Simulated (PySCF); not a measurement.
**From a computed spectrum to the compound**

A species of 7 atoms with charge 1 has these harmonic modes (PBE0, small Gaussian bases with core potentials, PySCF 2.14.0):

| cm⁻¹ | km/mol | symmetry |
| --- | --- | --- |
| 93 | 10.1 | e' |
| 93 | 10.1 | e' |
| 117 | 20.8 | a'' |
| 302 | 0.0 | e'' |
| 302 | 0.0 | e'' |
| 304 | 358.6 | a'' |
| 563 | 0.0 | a' |
| 614 | 26.5 | e' |
| 614 | 26.5 | e' |
| 956 | 0.0 | a' |
| 972 | 108.3 | e' |
| 972 | 108.3 | e' |
| 3753 | 431.2 | e' |
| 3753 | 431.2 | e' |
| 3762 | 0.0 | a' |

**Question.** Which species is it, and in which structure?

**Answer.** [Pb(OH)3]+ (singlet):
```xyz
7

Pb    0.0000    0.0000    0.0000
O     2.0031    0.3390    0.0000
H     2.4995   -0.5016    0.0000
O    -1.2951    1.5652    0.0000
H    -0.8154    2.4154    0.0000
O    -0.7080   -1.9042    0.0000
H    -1.6841   -1.9139    0.0000
```
Ideal gas at 298.15 K and 1 bar: S = 346.9 J/(mol K), Cp = 96.9 J/(mol K), H − H(0 K) = 20.6 kJ/mol (rigid rotor, harmonic modes, spin degeneracy alone). 
 The answer isn't unique; the calculation gave this one.
